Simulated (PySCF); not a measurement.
## Si5H12: core ionisation energies

n-SiSiSiSiSiH12.
Cartesian coordinates in Å at the PBE0-D3(BJ)/def2-SVP level; atoms count from 1:
```xyz
17
Si5H12 angstrom
Si     0.0516    1.0813    2.3595
Si     1.3845   -0.5176    1.2754
Si     0.0011   -1.9133   -0.0050
Si    -1.3939   -0.5189   -1.2741
Si    -0.0581    1.0897   -2.3393
H     -0.9718    0.3927    3.2048
H      0.8776    1.9762    3.2266
H     -0.6578    1.9132    1.3391
H      2.1745   -1.2992    2.2785
H      2.3409    0.1811    0.3581
H     -0.8032   -2.8017    0.8922
H      0.8230   -2.7667   -0.9206
H     -2.3577    0.1709   -0.3581
H     -2.1743   -1.3030   -2.2829
H      0.6134    1.9384   -1.3073
H      0.9953    0.4089   -3.1530
H     -0.8737    1.9674   -3.2336
```

The calculation used delta-SCF UKS SCAN, pcX-2 on the ionised atom, pcseg-1 elsewhere, spin-free X2C in PySCF. Vertical ΔSCF values, vacuum level as zero.

Task: List the computed XPS lines with their assignment.

Result: 
| atom(s) | environment | level | binding energy (eV) | 2p1/2 (eV) | above the level's lowest (eV) | count |
| --- | --- | --- | --- | --- | --- | --- |
| Si1/Si5 | silicon bonded to Si and 3 H | Si 2p3/2 | 106.47 | 107.09 | +0.38 | 2 |
| Si1/Si5 | silicon bonded to Si and 3 H | Si 1s | 1846.16 | – | +0.39 | 2 |
| Si2/Si4 | silicon bonded to 2 Si and 2 H | Si 2p3/2 | 106.15 | 106.77 | +0.06 | 2 |
| Si2/Si4 | silicon bonded to 2 Si and 2 H | Si 1s | 1845.81 | – | +0.04 | 2 |
| Si3 | silicon bonded to 2 Si and 2 H | Si 2p3/2 | 106.09 | 106.72 | 0.00 | 1 |
| Si3 | silicon bonded to 2 Si and 2 H | Si 1s | 1845.77 | – | 0.00 | 1 |

Lowest listed Si 1s: Si3, bonded to 2 H and 2 Si. Highest, 0.39 eV above it: Si1/Si5, bonded to 3 H and Si. The values 1845.77 and 1845.81 eV lie too close for their order to be trusted.

The listed Si 2p3/2 values span 0.38 eV, from Si3 (bonded to 2 H and 2 Si) to Si1/Si5 (bonded to 3 H and Si). The widest gap between neighbouring values is 0.32 eV, between 106.15 and 106.47 eV.

Task: What is the longest wavelength that can ionise Si 2p3/2 of Si1/Si5 vertically?

Result: λ = hc/E = 12398.42 eV Å / 106.47 eV = 116.450 Å.

Task: Give the binding energy of Si 2p3/2 of Si1/Si5 in hartree and in kJ/mol.

Result: 106.47 eV = 3.9127 Eh = 10273 kJ/mol.

Atoms equivalent by their bonding share one computed value, that of the first of them. The 2p values aren't plain energy differences: one relaxed spin-free 2p hole is combined with a matrix within the shell (ground-state 2p orbital-energy differences and spin–orbit coupling). 2p3/2, the mean of its two sublevels, lies a third of the splitting below the shell's mean and 2p1/2 two thirds above it; the statistical areas are 2:1. 2p1/2 minus 2p3/2 (ligand field included): Si 0.62 eV. One conformer (not necessarily the lowest) at the PBE0-D3(BJ)/def2-SVP geometry, without solvent, vibrations or thermal averaging.

The run took 88 s wall on Intel Xeon at 2.70 GHz, one thread, shared host, and the process peaked at 0.77 GiB of memory.
